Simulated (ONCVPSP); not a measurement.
**Plane-wave convergence, ONCV potential for gold**

* Element: gold
* Generator: ONCVPSP 4.0.1
* Type: optimised norm-conserving Vanderbilt (ONCV)
* Functional: PBE
* Relativity: scalar-relativistic
* Frozen core: [Xe] 4f14
* Valence charge: 11
* Reference configuration: 5d10 6s1
* Partial waves: 6s: rc 2.14 bohr, ncon 3, nbas 6, qcut 2.9 1/bohr, 1 projector; p scattering state at 0.28 Ha: rc 2.14 bohr, ncon 3, nbas 6, qcut 2.6 1/bohr, 2 projectors, debl 3.4 Ha; 5d: rc 1.16 bohr, ncon 4, nbas 9, qcut 6.8 1/bohr, 2 projectors, debl 3.1 Ha
* Local potential: polynomial inside 0.90 bohr (lpopt 5, dvloc0 -1 Ha)
* Core correction: Teter function fitted to the true core (icmod 2), fcfact 0.3

Q: For each optimised wave give the share of its norm inside rc, the residual kinetic energy above qcut (Ha) and the cutoffs (Ha) for errors of 10, 1, 0.1 and 0.01 mHa per electron.

A:

```json
{"wave": "6s", "norm inside rc": "0.268", "residual KE": "1.5e-03", "10 mHa": "2.9", "1 mHa": "4.8", "0.1 mHa": "16.5", "0.01 mHa": "27.4"}
{"wave": "p projector 1", "norm inside rc": "0.069", "residual KE": "1.2e-03", "10 mHa": "1.0", "1 mHa": "3.5", "0.1 mHa": "10.1", "0.01 mHa": "32.6"}
{"wave": "p projector 2", "norm inside rc": "0.142", "residual KE": "1.9e-01", "10 mHa": "19.8", "1 mHa": "42.5", "0.1 mHa": "84.3", "0.01 mHa": "not reached"}
{"wave": "5d", "norm inside rc": "0.276", "residual KE": "2.2e-04", "10 mHa": "15.5", "1 mHa": "19.7", "0.1 mHa": "36.0", "0.01 mHa": "149.9"}
{"wave": "d projector 2", "norm inside rc": "0.069", "residual KE": "7.8e-04", "10 mHa": "16.1", "1 mHa": "22.3", "0.1 mHa": "250.5", "0.01 mHa": "296.5"}
```

The occupied waves need 20 Ha and 36 Ha for 1 and 0.1 mHa. Note: ghosts flagged at negative energy: s at -529.6 eV, s at -54.6 eV, p at -159.1 eV; GHOST(+) flagged for p at 130.5 eV. A true bound ghost makes a file unfit for plane-wave use. Its largest configuration-test error is -457 meV.
